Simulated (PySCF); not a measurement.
Basis and Hamiltonian dependence of the ionisation energy of Xe+

Xe+ [Kr] 4d10 5s2 5p5 (2P) → Xe(2+) [Kr] 4d10 5s2 5p4 (3P). All values are computed (PySCF 2.14, energy differences of UHF-based or UKS calculations, no spin-orbit coupling). Values in eV.

```csv
basis,Hamiltonian,functions,UHF,r2SCAN,PBE0,MP2 (valence),CCSD(T) (valence),CCSD(T) (valence and next inner shell)
cc-pVDZ-PP with ECP28MDF,ECP,23,20.150,n/a,n/a,20.631,20.606,n/a
aug-cc-pVDZ-PP with ECP28MDF,ECP,32,20.109,21.147,21.126,20.625,20.618,n/a
aug-cc-pwCVDZ-PP with ECP28MDF,ECP,48,20.102,21.142,21.122,20.639,20.628,20.685
def2-SVP with the def2 core potential (28 electrons),ECP,50,20.077,n/a,n/a,20.772,20.820,n/a
def2-TZVP with the def2 core potential (28 electrons),ECP,50,20.077,21.119,n/a,20.772,20.820,n/a
aug-cc-pVTZ-PP with ECP28MDF,ECP,55,20.076,21.119,21.104,20.811,20.863,n/a
x2c-TZVPall,spin-free X2C,60,20.100,21.125,21.124,20.756,n/a,n/a
ANO-RCC-VTZP,spin-free X2C,68,20.096,21.143,21.142,20.858,20.924,21.040
"x2c-TZVPPall with one added diffuse shell each of s, p, d, f type",spin-free X2C,76,20.076,21.104,21.104,20.743,20.800,20.883
def2-QZVPPD with the def2 core potential (28 electrons),ECP,91,20.067,21.120,21.100,20.921,21.003,n/a
aug-cc-pwCVTZ-PP with ECP28MDF,ECP,96,20.067,21.119,21.104,20.826,20.881,n/a
aug-cc-pwCVTZ-DK3,spin-free X2C,109,20.066,21.106,21.111,20.822,20.879,n/a
"aug-cc-pwCVTZ-DK3 with one added diffuse shell each of s, p, d, f type",spin-free X2C,125,20.066,21.106,21.111,20.823,n/a,n/a
aug-cc-pV5Z-PP with ECP28MDF,ECP,139,20.066,21.116,21.099,20.982,n/a,n/a
```

Frozen in the all-electron rows: valence: [Kr] 4d10; valence and next inner shell: [Ar] 3d10; with a core potential, the same shells as far as they lie outside it.

Between the lowest levels the reference is 20.975 eV (semi-empirical (NIST evaluation); NIST Atomic Spectra Database, ionization energies); it includes spin-orbit coupling, which these numbers lack.
